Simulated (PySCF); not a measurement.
Ge(Br)(Me)3, C₃H₉BrGe, SMILES [Ge]([CH3])([CH3])([Br])[CH3], PBE0/def2-SVP optimised geometry.

```
14

C     -0.90    -2.12     1.62
Ge    -0.35    -1.19     0.00
C     -0.90     0.68     0.00
C     -0.90    -2.12    -1.62
Br     2.00    -1.19     0.00
H     -1.99    -2.16     1.68
H     -0.51    -3.15     1.61
H     -0.51    -1.61     2.51
H     -0.51     1.19    -0.89
H     -2.00     0.75     0.00
H     -0.51     1.19     0.89
H     -2.00    -2.16    -1.68
H     -0.51    -3.15    -1.61
H     -0.51    -1.61    -2.51
```

Density from PBE0/def2-TZVP (PySCF) at that geometry.

Minimum of the electron density along straight lines between bonded atoms, close to the bond critical point (lines longer than 1.1 times the sum of covalent radii, or with two minima, are not listed):

| bond | length / Å | ρ at the minimum / e bohr⁻³ | ∇²ρ there / e bohr⁻⁵ | position (fraction from the first atom) |
|---|---|---|---|---|
| C1–Ge2 | 1.947 | 0.130 | 0.09 | 0.53 |
| Ge2–C3 | 1.947 | 0.130 | 0.09 | 0.47 |
| Ge2–C4 | 1.947 | 0.130 | 0.09 | 0.47 |
| Ge2–Br5 | 2.343 | 0.086 | 0.06 | 0.42 |
| C1–H6 | 1.101 | 0.267 | -0.87 | 0.64 |
| C1–H7 | 1.099 | 0.269 | -0.89 | 0.64 |
| C1–H8 | 1.099 | 0.269 | -0.89 | 0.64 |
| C3–H9 | 1.099 | 0.269 | -0.89 | 0.64 |
| C3–H10 | 1.101 | 0.267 | -0.87 | 0.64 |
| C3–H11 | 1.099 | 0.269 | -0.89 | 0.64 |
| C4–H12 | 1.101 | 0.267 | -0.87 | 0.64 |
| C4–H13 | 1.099 | 0.269 | -0.89 | 0.64 |
| C4–H14 | 1.099 | 0.269 | -0.89 | 0.64 |
